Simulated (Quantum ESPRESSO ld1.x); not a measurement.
ld1.x (Quantum ESPRESSO 7.5) input

```
 &input
    atom='Pt',
    iswitch=1,
    rel=1,
    lsd=1,
    dft='SLA-VWN',
    config='[Xe] 4f14 5d4.5 5d4.5 6s0.5 6s0.5',
    prefix='ld1',
    max_out_wfc=37,
    file_charge='ld1.rho',
 /
```

Command: `OMP_NUM_THREADS=1 ld1.x < ld1.in > ld1.out`

It prints:

```
     Program LD1 v.7.5 starts

     --------------------------- All-electron run ----------------------------

     scalar relativistic calculation

     atomic number is 78.00
     dft =SLA-VWN   lsd =1 sic =0 latt =0  beta=0.20 tr2=1.0E-14
     Exchange-correlation= SLA-VWN
                           (   1   2   0   0   0   0   0)
     mesh =2121 r(mesh) =  99.81228 a.u. xmin = -8.00 dx = 0.00800
     1 Ry =  13.60569312 eV, c = 137.03599908

     n l     nl                  e(Ry)          e(Ha)          e(eV)
     1 0     1S 1( 1.00)     -5760.5038     -2880.2519    -78375.6476
     2 0     2S 1( 1.00)     -1012.0599      -506.0300    -13769.7767
     2 1     2P 1( 3.00)      -877.3562      -438.6781    -11937.0389
     3 0     3S 1( 1.00)      -237.6995      -118.8497     -3234.0664
     3 1     3P 1( 3.00)      -198.4821       -99.2411     -2700.4867
     4 0     4S 1( 1.00)       -51.0299       -25.5150      -694.2976
     4 1     4P 1( 3.00)       -38.1660       -19.0830      -519.2744
     3 2     3D 1( 5.00)      -155.9059       -77.9530     -2121.2082
     5 0     5S 1( 1.00)        -7.5119        -3.7560      -102.2050
     5 1     5P 1( 3.00)        -4.1372        -2.0686       -56.2892
     4 2     4D 1( 5.00)       -22.5480       -11.2740      -306.7806
     4 3     4F 1( 7.00)        -5.1821        -2.5910       -70.5056
     5 2     5D 1( 4.50)        -0.4687        -0.2344        -6.3776
     5 2     5D 2( 4.50)        -0.4687        -0.2344        -6.3776
     6 0     6S 1( 0.50)        -0.4381        -0.2191        -5.9612
     6 0     6S 2( 0.50)        -0.4381        -0.2191        -5.9612
     1 0     1S 2( 1.00)     -5760.5038     -2880.2519    -78375.6476
     2 0     2S 2( 1.00)     -1012.0599      -506.0300    -13769.7767
     2 1     2P 2( 3.00)      -877.3562      -438.6781    -11937.0389
     3 0     3S 2( 1.00)      -237.6995      -118.8497     -3234.0664
     3 1     3P 2( 3.00)      -198.4821       -99.2411     -2700.4867
     4 0     4S 2( 1.00)       -51.0299       -25.5150      -694.2976
     4 1     4P 2( 3.00)       -38.1660       -19.0830      -519.2744
     3 2     3D 2( 5.00)      -155.9059       -77.9530     -2121.2082
     5 0     5S 2( 1.00)        -7.5119        -3.7560      -102.2050
     5 1     5P 2( 3.00)        -4.1372        -2.0686       -56.2892
     4 2     4D 2( 5.00)       -22.5480       -11.2740      -306.7806
     4 3     4F 2( 7.00)        -5.1821        -2.5910       -70.5056

     final scf error:  8.2E-15 reached in  37 iterations

     Etot =  -36806.540858 Ry,  -18403.270429 Ha, -500778.499828 eV
     Total magnetization:    0.00 Bohr mag.

     Ekin =   41049.499003 Ry,   20524.749501 Ha,  558506.886284 eV
     Encl =  -91491.747555 Ry,  -45745.873778 Ha,-1244808.640523 eV
     Eh   =   14323.621843 Ry,    7161.810921 Ha,  194882.803205 eV
     Exc  =    -687.914148 Ry,    -343.957074 Ha,   -9359.548794 eV

     normalization and overlap integrals

     s(1S/1S) =  1.000000  <r> =   0.0172  <r2> =    0.0004  r(max) =   0.0106
     s(1S/2S) = -0.036214
     s(1S/3S) = -0.015876
     s(1S/4S) = -0.007834
     s(1S/5S) = -0.003459
     s(1S/6S) = -0.001005
     s(2S/2S) =  1.000000  <r> =   0.0724  <r2> =    0.0062  r(max) =   0.0610
     s(2S/3S) = -0.010197
     s(2S/4S) = -0.004797
     s(2S/5S) = -0.002097
     s(2S/6S) = -0.000608
     s(2P/2P) =  1.000000  <r> =   0.0652  <r2> =    0.0052  r(max) =   0.0508
     s(2P/3P) = -0.007996
     s(2P/4P) = -0.003560
     s(2P/5P) = -0.001420
     s(3S/3S) =  1.000000  <r> =   0.1872  <r2> =    0.0401  r(max) =   0.1726
     s(3S/4S) = -0.003490
     s(3S/5S) = -0.001474
     s(3S/6S) = -0.000425
     s(3P/3P) =  1.000000  <r> =   0.1883  <r2> =    0.0411  r(max) =   0.1712
     s(3P/4P) = -0.002931
     s(3P/5P) = -0.001131
     s(4S/4S) =  1.000000  <r> =   0.4153  <r2> =    0.1947  r(max) =   0.3904
     s(4S/5S) = -0.001034
     s(4S/6S) = -0.000294
     s(4P/4P) =  1.000000  <r> =   0.4422  <r2> =    0.2223  r(max) =   0.4095
     s(4P/5P) = -0.000804
     s(3D/3D) =  1.000000  <r> =   0.1705  <r2> =    0.0340  r(max) =   0.1402
     s(3D/4D) = -0.002137
     s(3D/5D) = -0.000567
     s(5S/5S) =  1.000000  <r> =   0.9513  <r2> =    1.0161  r(max) =   0.8687
     s(5S/6S) = -0.000168
     s(5P/5P) =  1.000000  <r> =   1.1036  <r2> =    1.3803  r(max) =   0.9795
     s(4D/4D) =  1.000000  <r> =   0.4685  <r2> =    0.2538  r(max) =   0.4195
     s(4D/5D) = -0.000441
     s(4F/4F) =  1.000000  <r> =   0.5162  <r2> =    0.3248  r(max) =   0.3842
     s(5D/5D) =  1.000000  <r> =   1.7004  <r2> =    3.5217  r(max) =   1.2653
     s(5D/5D) =  1.000000  <r> =   1.7004  <r2> =    3.5217  r(max) =   1.2653
     s(5D/3D) = -0.000567
     s(5D/4D) = -0.000441
     s(6S/6S) =  1.000000  <r> =   2.9039  <r2> =    9.7039  r(max) =   2.3805
     s(6S/6S) =  1.000000  <r> =   2.9039  <r2> =    9.7039  r(max) =   2.3805
     s(6S/1S) = -0.001005
     s(6S/2S) = -0.000608
     s(6S/3S) = -0.000425
     s(6S/4S) = -0.000294
     s(6S/5S) = -0.000168
     s(1S/1S) =  1.000000  <r> =   0.0172  <r2> =    0.0004  r(max) =   0.0106
     s(1S/2S) = -0.036214
     s(1S/3S) = -0.015876
     s(1S/4S) = -0.007834
     s(1S/5S) = -0.003459
     s(2S/2S) =  1.000000  <r> =   0.0724  <r2> =    0.0062  r(max) =   0.0610
     s(2S/3S) = -0.010197
     s(2S/4S) = -0.004797
     s(2S/5S) = -0.002097
     s(2P/2P) =  1.000000  <r> =   0.0652  <r2> =    0.0052  r(max) =   0.0508
     s(2P/3P) = -0.007996
     s(2P/4P) = -0.003560
     s(2P/5P) = -0.001420
     s(3S/3S) =  1.000000  <r> =   0.1872  <r2> =    0.0401  r(max) =   0.1726
     s(3S/4S) = -0.003490
     s(3S/5S) = -0.001474
     s(3P/3P) =  1.000000  <r> =   0.1883  <r2> =    0.0411  r(max) =   0.1712
     s(3P/4P) = -0.002931
     s(3P/5P) = -0.001131
     s(4S/4S) =  1.000000  <r> =   0.4153  <r2> =    0.1947  r(max) =   0.3904
     s(4S/5S) = -0.001034
     s(4P/4P) =  1.000000  <r> =   0.4422  <r2> =    0.2223  r(max) =   0.4095
     s(4P/5P) = -0.000804
     s(3D/3D) =  1.000000  <r> =   0.1705  <r2> =    0.0340  r(max) =   0.1402
     s(3D/4D) = -0.002137
     s(5S/5S) =  1.000000  <r> =   0.9513  <r2> =    1.0161  r(max) =   0.8687
     s(5P/5P) =  1.000000  <r> =   1.1036  <r2> =    1.3803  r(max) =   0.9795
     s(4D/4D) =  1.000000  <r> =   0.4685  <r2> =    0.2538  r(max) =   0.4195
     s(4F/4F) =  1.000000  <r> =   0.5162  <r2> =    0.3248  r(max) =   0.3842

     ------------------------ End of All-electron run ------------------------
```

Run on one thread of a shared host, so times are rough (Intel(R) Xeon(R) Processor @ 2.60GHz): 1.1 s of CPU time, 1.1 s wall, 37 iterations on 2121 mesh points.
